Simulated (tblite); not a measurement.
Parent: `[CH:1]#[C:2][CH2:3][Si@H:4]([CH3:5])[C:6]#[N:7]` with C2–C3–Si4–C5 -60°, C5H7NSi.

The geometries are computed with GFN2-xTB (gas phase). One conformer each, not checked by frequencies here.

| coordinate of the parent | value |
| --- | --- |
| C1≡C2 | 1.197 Å |
| C2–C3 | 1.442 Å |
| C3–Si4 | 1.916 Å |
| Si4–C5 | 1.896 Å |
| Si4–C6 | 1.874 Å |
| C6≡N7 | 1.146 Å |
| C1–C2–C3 | 178.2° |
| C2–C3–Si4 | 111.2° |
| C3–Si4–C5 | 111.1° |
| C3–Si4–C6 | 104.9° |
| C5–Si4–C6 | 108.4° |
| Si4–C6–N7 | 179.7° |

Task: How does the shared frame change in `[CH:1]#[C:2][CH2:3][Si@:4]([CH3:5])([C:6]#[N:7])[C:8](=[O:9])[OH:10]` with C2–C3–Si4–C5 53°, C3–Si4–C8–O9 1°, Si4–C8–O10–H -179°, C6H7NO2Si? Atoms pair as C1 = C1, C2 = C2, C3 = C3, Si4 = Si4, C5 = C5, C6 = C6, N7 = N7 (parent first).

Result: 
```json
{"parent": "C1≡C2", "relative": "C1≡C2", "value in the relative": "1.197 Å", "change": "0.000"}
{"parent": "C2–C3", "relative": "C2–C3", "value in the relative": "1.444 Å", "change": "+0.002"}
{"parent": "C3–Si4", "relative": "C3–Si4", "value in the relative": "1.912 Å", "change": "-0.004"}
{"parent": "Si4–C5", "relative": "Si4–C5", "value in the relative": "1.897 Å", "change": "+0.001"}
{"parent": "Si4–C6", "relative": "Si4–C6", "value in the relative": "1.874 Å", "change": "0.000"}
{"parent": "C6≡N7", "relative": "C6≡N7", "value in the relative": "1.145 Å", "change": "-0.001"}
{"parent": "C1–C2–C3", "relative": "C1–C2–C3", "value in the relative": "178.4°", "change": "+0.2"}
{"parent": "C2–C3–Si4", "relative": "C2–C3–Si4", "value in the relative": "111.6°", "change": "+0.4"}
{"parent": "C3–Si4–C5", "relative": "C3–Si4–C5", "value in the relative": "114.8°", "change": "+3.7"}
{"parent": "C3–Si4–C6", "relative": "C3–Si4–C6", "value in the relative": "108.6°", "change": "+3.7"}
{"parent": "C5–Si4–C6", "relative": "C5–Si4–C6", "value in the relative": "109.0°", "change": "+0.6"}
{"parent": "Si4–C6–N7", "relative": "Si4–C6–N7", "value in the relative": "179.5°", "change": "-0.2"}
```

Of the parent's bonds, C3–Si4 changes most (-0.004 Å). Bonds of the relative outside the shared frame: Si4–C8 1.928, C8=O9 1.204, C8–O10 1.336 Å. Point group C1 → C1.
